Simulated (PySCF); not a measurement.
Record of a relaxation.

C2H8AlAsS.
Numbering: `[CH3:1][S:2][AlH:3][AsH:4][CH3:5]` (hydrogens: H6, H7, H8 on C1; H9 on Al3; H10 on As4; H11, H12, H13 on C5)

Method: PBE0-D3(BJ)/def2-SVP geometry optimisation, gas phase (PySCF 2.14.0); density fitting, grid level 1; the optimiser is geomeTRIC in internal coordinates, started from a GFN2-xTB structure with every atom displaced at random (about 0.01 Å). 13 of its 17 geometries are shown. The frame can shift and turn from step to step; on so coarse a grid that alone can change the energy by a few meV, and forces under 0.02 eV/Å are noise.

Step 0: E = -80448.0624 eV, largest atomic force 1.665 eV/Å
```
atom  x, y, z in Å  |  force x, y, z in eV/Å
C1     -2.857   -0.296    0.025   -0.518   1.280  -0.931
S2     -2.124   -0.463   -1.644    0.394   0.047   0.262
Al3    -0.021   -0.279   -1.059   -0.521  -0.157   0.141
As4     0.873   -0.170    1.210   -0.786  -0.187   0.094
C5      2.681    0.006    0.498    0.381   0.553  -0.032
H6     -2.110   -0.198    0.796    0.450  -0.101   0.596
H7     -3.498   -1.138    0.200   -0.513  -0.726   0.318
H8     -3.468    0.636    0.013    0.191  -0.462   0.136
H9      0.946   -0.120   -2.255    0.474   0.012  -0.488
H10     0.477    1.306    1.055    0.087   0.087   0.076
H11     3.236    0.740    1.098   -0.001   0.053  -0.041
H12     3.197   -0.946    0.604    0.083  -0.381  -0.077
H13     2.673    0.319   -0.553    0.279  -0.018  -0.052
```

Step 1: E = -80448.1901 eV, largest atomic force 0.289 eV/Å
```
atom  x, y, z in Å  |  force x, y, z in eV/Å
C1     -2.913   -0.291    0.058   -0.041   0.201  -0.203
S2     -2.147   -0.435   -1.602    0.084   0.040   0.125
Al3    -0.013   -0.273   -1.160   -0.137  -0.026   0.077
As4     0.850   -0.165    1.120   -0.190  -0.019  -0.091
C5      2.731    0.015    0.524    0.108   0.103   0.153
H6     -2.165   -0.217    0.857    0.031  -0.100   0.084
H7     -3.560   -1.158    0.228   -0.003  -0.082   0.054
H8     -3.526    0.622    0.072    0.003  -0.053   0.013
H9      0.959   -0.136   -2.399    0.055  -0.058  -0.127
H10     0.494    1.323    0.980    0.038   0.037   0.072
H11     3.245    0.732    1.180   -0.017   0.005  -0.009
H12     3.220   -0.960    0.649   -0.018  -0.063  -0.057
H13     2.832    0.343   -0.517    0.087   0.015  -0.090
```

Step 3: E = -80448.2198 eV, largest atomic force 0.089 eV/Å
```
atom  x, y, z in Å  |  force x, y, z in eV/Å
C1     -2.918   -0.309    0.079    0.006  -0.038   0.021
S2     -2.183   -0.331   -1.595    0.004  -0.013  -0.001
Al3    -0.038   -0.241   -1.226    0.063   0.006  -0.007
As4     0.822   -0.074    1.050    0.056   0.052  -0.045
C5      2.748    0.027    0.552   -0.025  -0.038  -0.017
H6     -2.159   -0.366    0.873   -0.008   0.017  -0.013
H7     -3.588   -1.175    0.176   -0.005   0.022  -0.012
H8     -3.502    0.613    0.202    0.000   0.010   0.011
H9      0.904   -0.269   -2.508   -0.041  -0.013   0.003
H10     0.557    1.433    0.936   -0.024  -0.018   0.025
H11     3.255    0.700    1.256   -0.004  -0.013   0.015
H12     3.172   -0.981    0.670   -0.001   0.014  -0.006
H13     2.937    0.371   -0.475   -0.021   0.013   0.026
```

Step 4: E = -80448.2229 eV, largest atomic force 0.054 eV/Å
```
atom  x, y, z in Å  |  force x, y, z in eV/Å
C1     -2.906   -0.301    0.089    0.004  -0.040   0.036
S2     -2.187   -0.333   -1.589   -0.023  -0.014  -0.034
Al3    -0.037   -0.251   -1.253    0.045   0.004   0.017
As4     0.817   -0.082    1.024    0.036   0.006  -0.015
C5      2.747    0.036    0.555   -0.018  -0.014  -0.024
H6     -2.142   -0.376    0.877   -0.004   0.018  -0.012
H7     -3.590   -1.156    0.188   -0.004   0.022  -0.013
H8     -3.474    0.629    0.222    0.004   0.013   0.004
H9      0.881   -0.317   -2.551   -0.027  -0.003   0.009
H10     0.539    1.423    0.948   -0.020  -0.005   0.003
H11     3.239    0.686    1.291    0.016  -0.015   0.008
H12     3.171   -0.974    0.643    0.002   0.010   0.000
H13     2.948    0.416   -0.456   -0.011   0.017   0.022
```

Step 5: E = -80448.2257 eV, largest atomic force 0.052 eV/Å
```
atom  x, y, z in Å  |  force x, y, z in eV/Å
C1     -2.903   -0.279    0.098   -0.005  -0.009   0.037
S2     -2.193   -0.365   -1.581   -0.018  -0.007  -0.040
Al3    -0.038   -0.294   -1.274    0.009   0.014   0.012
As4     0.834   -0.130    0.996    0.005  -0.036   0.037
C5      2.760    0.061    0.551   -0.015   0.015  -0.027
H6     -2.140   -0.368    0.884    0.001   0.002  -0.003
H7     -3.619   -1.105    0.211   -0.002   0.010  -0.003
H8     -3.436    0.673    0.220    0.009   0.008  -0.002
H9      0.839   -0.401   -2.594    0.010  -0.001   0.006
H10     0.505    1.365    1.000   -0.016   0.004  -0.025
H11     3.233    0.663    1.338    0.018  -0.012   0.005
H12     3.207   -0.943    0.566    0.002  -0.005  -0.003
H13     2.957    0.523   -0.425    0.001   0.018   0.005
```

Step 7: E = -80448.2286 eV, largest atomic force 0.088 eV/Å
```
atom  x, y, z in Å  |  force x, y, z in eV/Å
C1     -2.864   -0.206    0.119    0.011   0.046  -0.015
S2     -2.194   -0.446   -1.564   -0.007   0.011   0.009
Al3    -0.031   -0.434   -1.297   -0.068   0.024  -0.020
As4     0.868   -0.304    0.959   -0.003  -0.056   0.068
C5      2.752    0.134    0.525    0.014   0.034   0.008
H6     -2.105   -0.354    0.900   -0.003  -0.028   0.010
H7     -3.674   -0.930    0.273   -0.004  -0.015   0.005
H8     -3.272    0.811    0.206    0.004  -0.008   0.003
H9      0.795   -0.600   -2.643    0.051  -0.013   0.010
H10     0.369    1.133    1.109   -0.003   0.013  -0.040
H11     3.201    0.616    1.405   -0.001  -0.007  -0.001
H12     3.285   -0.810    0.344   -0.001  -0.008  -0.024
H13     2.877    0.789   -0.346    0.009   0.007  -0.011
```

Step 8: E = -80448.2314 eV, largest atomic force 0.081 eV/Å
```
atom  x, y, z in Å  |  force x, y, z in eV/Å
C1     -2.844   -0.172    0.129    0.020   0.038  -0.031
S2     -2.192   -0.456   -1.556    0.009   0.013   0.035
Al3    -0.027   -0.501   -1.291   -0.069   0.014  -0.041
As4     0.889   -0.380    0.958   -0.007  -0.024   0.058
C5      2.740    0.170    0.506    0.024   0.010   0.011
H6     -2.103   -0.389    0.909   -0.005  -0.026   0.008
H7     -3.711   -0.830    0.274   -0.008  -0.012   0.001
H8     -3.170    0.873    0.223   -0.001  -0.007   0.008
H9      0.796   -0.706   -2.632    0.042  -0.009   0.011
H10     0.315    1.025    1.143    0.003   0.006  -0.022
H11     3.199    0.600    1.407   -0.010  -0.004  -0.002
H12     3.304   -0.733    0.234   -0.003  -0.001  -0.025
H13     2.809    0.897   -0.313    0.005   0.003  -0.011
```

Step 9: E = -80448.2341 eV, largest atomic force 0.049 eV/Å
```
atom  x, y, z in Å  |  force x, y, z in eV/Å
C1     -2.826   -0.140    0.139    0.013   0.008  -0.028
S2     -2.184   -0.433   -1.549    0.023   0.002   0.038
Al3    -0.024   -0.566   -1.271   -0.029  -0.004  -0.039
As4     0.910   -0.441    0.971   -0.021   0.018   0.021
C5      2.723    0.203    0.478    0.024  -0.018   0.002
H6     -2.126   -0.470    0.919   -0.003  -0.012   0.003
H7     -3.760   -0.708    0.246   -0.007   0.003  -0.005
H8     -3.040    0.929    0.273   -0.003   0.000   0.011
H9      0.814   -0.828   -2.595    0.011   0.006   0.006
H10     0.274    0.936    1.166    0.008  -0.005   0.007
H11     3.210    0.586    1.386   -0.010  -0.001   0.000
H12     3.303   -0.657    0.116   -0.005   0.004  -0.012
H13     2.729    0.987   -0.290   -0.002  -0.001  -0.004
```

Step 11: E = -80448.2358 eV, largest atomic force under 0.02 eV/Å
```
atom  x, y, z in Å  |  force x, y, z in eV/Å
C1     -2.824   -0.134    0.141   -0.002  -0.001   0.004
S2     -2.175   -0.391   -1.548   -0.009  -0.014  -0.010
Al3    -0.022   -0.567   -1.261    0.014   0.006   0.010
As4     0.901   -0.427    0.986   -0.002   0.003  -0.011
C5      2.718    0.193    0.468   -0.004  -0.008  -0.001
H6     -2.158   -0.542    0.914   -0.001  -0.001  -0.002
H7     -3.791   -0.651    0.208   -0.001   0.008  -0.005
H8     -2.980    0.938    0.325    0.005   0.003   0.004
H9      0.833   -0.850   -2.569   -0.006   0.013  -0.002
H10     0.280    0.960    1.160    0.003  -0.003   0.005
H11     3.221    0.569    1.369    0.004  -0.004   0.002
H12     3.280   -0.674    0.094    0.000  -0.003   0.002
H13     2.722    0.977   -0.299   -0.002   0.000   0.003
```

Step 12: E = -80448.2365 eV, largest atomic force 0.039 eV/Å
```
atom  x, y, z in Å  |  force x, y, z in eV/Å
C1     -2.822   -0.125    0.143   -0.008   0.004   0.020
S2     -2.176   -0.375   -1.548   -0.021  -0.017  -0.028
Al3    -0.024   -0.561   -1.261    0.022   0.015   0.028
As4     0.894   -0.422    0.988    0.008  -0.013  -0.018
C5      2.716    0.177    0.467   -0.014   0.003   0.002
H6     -2.178   -0.578    0.909   -0.001   0.000  -0.003
H7     -3.810   -0.603    0.192    0.001   0.006  -0.003
H8     -2.935    0.947    0.351    0.008   0.003  -0.001
H9      0.835   -0.847   -2.566   -0.007   0.011  -0.006
H10     0.287    0.971    1.160    0.000   0.001  -0.001
H11     3.228    0.542    1.367    0.008  -0.006   0.002
H12     3.266   -0.694    0.083    0.003  -0.007   0.005
H13     2.725    0.966   -0.296    0.001   0.001   0.003
```

Step 13: E = -80448.2382 eV, largest atomic force 0.064 eV/Å
```
atom  x, y, z in Å  |  force x, y, z in eV/Å
C1     -2.813   -0.095    0.148   -0.015   0.010   0.043
S2     -2.182   -0.343   -1.548   -0.034  -0.017  -0.052
Al3    -0.032   -0.547   -1.269    0.028   0.028   0.050
As4     0.876   -0.423    0.985    0.022  -0.037  -0.025
C5      2.711    0.135    0.465   -0.025   0.022   0.010
H6     -2.232   -0.653    0.896   -0.002   0.000  -0.006
H7     -3.848   -0.461    0.168    0.003   0.003   0.000
H8     -2.810    0.972    0.410    0.011   0.001  -0.009
H9      0.830   -0.832   -2.572   -0.008   0.006  -0.011
H10     0.298    0.981    1.162   -0.006   0.006  -0.011
H11     3.242    0.460    1.370    0.013  -0.008   0.002
H12     3.232   -0.740    0.051    0.008  -0.013   0.009
H13     2.735    0.945   -0.275    0.005   0.000   0.001
```

Step 15: E = -80448.2412 eV, largest atomic force 0.037 eV/Å
```
atom  x, y, z in Å  |  force x, y, z in eV/Å
C1     -2.803   -0.036    0.157   -0.010   0.013   0.029
S2     -2.209   -0.300   -1.551   -0.012   0.000  -0.026
Al3    -0.055   -0.505   -1.294    0.011   0.018   0.025
As4     0.850   -0.439    0.962    0.020  -0.029  -0.010
C5      2.713    0.048    0.473   -0.016   0.022   0.009
H6     -2.344   -0.737    0.868    0.000  -0.003  -0.004
H7     -3.889   -0.205    0.152    0.002  -0.004  -0.002
H8     -2.610    0.994    0.487    0.004  -0.001  -0.008
H9      0.799   -0.767   -2.607   -0.005  -0.003  -0.008
H10     0.326    0.984    1.158   -0.007   0.004  -0.010
H11     3.259    0.300    1.393    0.003  -0.004   0.002
H12     3.190   -0.831    0.017    0.004  -0.009   0.006
H13     2.779    0.891   -0.226    0.006  -0.004  -0.003
```

Step 16: E = -80448.2416 eV, largest atomic force under 0.02 eV/Å
```
atom  x, y, z in Å  |  force x, y, z in eV/Å
C1     -2.805   -0.030    0.158    0.006   0.003   0.000
S2     -2.218   -0.292   -1.554    0.003   0.008   0.001
Al3    -0.060   -0.483   -1.306   -0.002   0.002  -0.002
As4     0.844   -0.438    0.950    0.006  -0.006   0.002
C5      2.718    0.029    0.485    0.000   0.002   0.004
H6     -2.343   -0.734    0.863   -0.002  -0.002   0.001
H7     -3.891   -0.197    0.157    0.000  -0.002  -0.003
H8     -2.608    0.999    0.487   -0.002   0.000   0.001
H9      0.785   -0.732   -2.628   -0.003  -0.002  -0.001
H10     0.334    0.990    1.142   -0.004  -0.001  -0.001
H11     3.251    0.284    1.411   -0.003   0.001   0.001
H12     3.194   -0.860    0.047   -0.001  -0.002   0.001
H13     2.805    0.864   -0.222    0.002  -0.003  -0.003
```

**Question.** Summarise the path.

**Answer.** The energy falls by 0.1792 eV from step 0 to step 16; nine tenths of that is first reached at step 5. It falls at every step. The largest force goes from 1.665 to under 0.02 eV/Å. Among the bonds Al3–H9 changes most, from 1.547 to 1.588 Å; the atoms move by 0.550 Å rms after alignment.

**Question.** Follow the three bonds and two angles with the largest change from start to end.

**Answer.** 
| step | E above end (eV) | largest force (eV/Å) | Al3–H9 (Å) | As4–C5 (Å) | C1–H7 (Å) | S2–Al3–As4 (°) | Al3–As4–H10 (°) |
| --- | --- | --- | --- | --- | --- | --- | --- |
| 0 | 0.1792 | 1.665 | 1.547 | 1.951 | 1.072 | 127.1 | 81.6 |
| 1 | 0.0515 | 0.289 | 1.581 | 1.982 | 1.096 | 122.5 | 82.9 |
| 2 | 0.0301 | 0.141 | 1.590 | 1.992 | 1.098 | 120.5 | 84.6 |
| 3 | 0.0218 | 0.089 | 1.592 | 1.992 | 1.099 | 120.6 | 86.4 |
| 4 | 0.0187 | 0.054 | 1.591 | 1.989 | 1.099 | 119.5 | 87.6 |
| 5 | 0.0159 | 0.052 | 1.589 | 1.986 | 1.098 | 119.2 | 89.5 |
| 6 | 0.0148 | 0.084 | 1.588 | 1.984 | 1.098 | 118.8 | 90.6 |
| 7 | 0.0130 | 0.088 | 1.587 | 1.983 | 1.098 | 118.7 | 91.2 |
| 8 | 0.0102 | 0.081 | 1.587 | 1.984 | 1.098 | 119.1 | 91.0 |
| 9 | 0.0075 | 0.049 | 1.589 | 1.986 | 1.098 | 119.7 | 90.2 |
| 10 | 0.0064 | 0.020 | 1.589 | 1.987 | 1.098 | 119.7 | 90.1 |
| 11 | 0.0058 | under 0.02 | 1.589 | 1.988 | 1.098 | 119.5 | 90.2 |
| 12 | 0.0051 | 0.039 | 1.588 | 1.988 | 1.098 | 119.3 | 90.3 |
| 13 | 0.0034 | 0.064 | 1.588 | 1.988 | 1.098 | 118.8 | 90.8 |
| 14 | 0.0016 | 0.066 | 1.588 | 1.988 | 1.098 | 118.2 | 91.2 |
| 15 | 0.0004 | 0.037 | 1.588 | 1.987 | 1.098 | 118.3 | 91.0 |
| 16 | 0.0000 | under 0.02 | 1.588 | 1.986 | 1.098 | 118.2 | 90.6 |

What follows is the cost of the whole optimisation. On one thread, Arm Neoverse V1 (aarch64), on a shared host, this took 2.7 min and 0.58 GiB of memory at its peak.
